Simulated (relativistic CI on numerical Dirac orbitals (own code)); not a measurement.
## How well does a small relativistic CI reproduce S VII?

Method of calculation: Dirac-Coulomb-Breit CI, KLI orbitals optimised for each configuration, model QED, valence Slater integrals scaled by 0.9, configuration energies shifted to the measured levels that pair with them (semi-empirical) (own radial code, finite nucleus).

CI space (outside the closed core 1s2): 2s2 2p6, 2s2 2p5 3s, 2s2 2p5 3p, 2s2 2p5 3d, 2s2 2p5 5d, 2s2 2p5 6d, 2s 2p6 3s, 2s2 2p5 4s, 2s2 2p5 4p, 2s2 2p5 4d, 2s 2p6 3p, 2s2 2p5 4f, 2s2 2p4 3s2, 2s 2p6 3d, 2s2 2p4 3s 3p, 2s2 2p4 3p2, 2s2 2p4 3s 3d, 2s 2p6 4s, 2s 2p6 4p, 2s2 2p4 3p 3d, 2s 2p6 4d, 2s 2p6 4f, 2s 2p5 3s2, 2s2 2p4 3d2, 2s 2p5 3s 3p. Levels of other configurations are missing.

```tsv
Configuration	Term (tabulated)	J	Measured (cm⁻¹)	Computed	Error	Purity (%)
2s2 2p6	1S	0	0.0	0	0	100
2s2 2p5 3s	3P°	2	1371784.0	1371903	119	100
2s2 2p5 3s	3P°	1	1376207.0	1376149	-58	79
2s2 2p5 3s	3P°	0	1381805.0	1381863	58	100
2s2 2p5 3s	1P°	1	1388339.0	1387717	-622	79
2s2 2p5 3p	3S	1	1466883.0	1468722	1839	96
2s2 2p5 3p	3D	3	1483165.0	1483360	195	100
2s2 2p5 3p	3D	2	1484428.0	1484443	15	77
2s2 2p5 3p	3D	1	1488019.0	1488004	-15	69
2s2 2p5 3p	3P	2	1492496.0	1491748	-748	58
2s2 2p5 3p	3P	0	1498631.0	1497839	-792	99
2s2 2p5 3p	3P	1	1500286.0	1499625	-661	67
2s2 2p5 3p	1S	0	1552707.0	1556713	4006	97
2s2 2p5 3d	3P°	0	1623623.0	1623796	173	100
2s2 2p5 3d	3P°	1	1624773.0	1624950	177	98
2s2 2p5 3d	3P°	2	1627260.0	1627382	122	92
2s2 2p5 3d	3F°	4	1630083.0	1630060	-23	100
2s2 2p5 3d	3F°	3	1631989.0	1631989	0	78
2s2 2p5 3d	3F°	2	1635337.0	1635195	-142	71
2s2 2p5 3d	3D°	1	1644599.0	1643997	-602	93
2s2 2p5 3d	3D°	2	1646576.0	1646022	-554	58
2s2 2p5 3d	1P°	1	1662194.0	1663092	898	93
```

Measured levels from NIST levels in Podobedova, Kelleher and Wiese, J. Phys. Chem. Ref. Data 38, 171 (2009); Martin, Zalubas and Musgrove, J. Phys. Chem. Ref. Data 19, 821 (1990); pairs were made by configuration, J and term (by order where the table uses no LS term), so strongly mixed levels may be paired wrongly.

Mean error by configuration (cm⁻¹): 2s2 2p5 3s -126; 2s2 2p5 3p 480; 2s2 2p5 3d 5. Over the excited levels the mean absolute error is 563 cm⁻¹ (21 of the 29 excited levels that our extract of the source holds in range could be paired, and the others can miss by more), and the median relative error of those above 1,000 cm⁻¹ is 0.011 %, both after the shifts were fitted to these levels, so that a configuration with one level shows no error.

Configurations whose levels could be paired with our table of measured levels were shifted onto them, all but the ground configuration, by the median error of their levels; single terms can still be off by 1,000 to 2,000 cm⁻¹ or more, and rates follow the energies as ν³ (E1, M1) or ν⁵ (E2). The others borrow a shift and can be off by several thousand cm⁻¹ or more. 21 of the 29 excited levels that our extract of the measured tables holds in this range could be paired (the sources list more); they are missed by 563 cm⁻¹ on average and 4006 at most, after the shifts were fitted to these levels, and levels without a partner can miss by more.

Shifts applied (cm⁻¹): 2s2 2p6 0; 2s2 2p5 3s -1544; 2s2 2p5 3p -2193; 2s2 2p5 3d -2687.
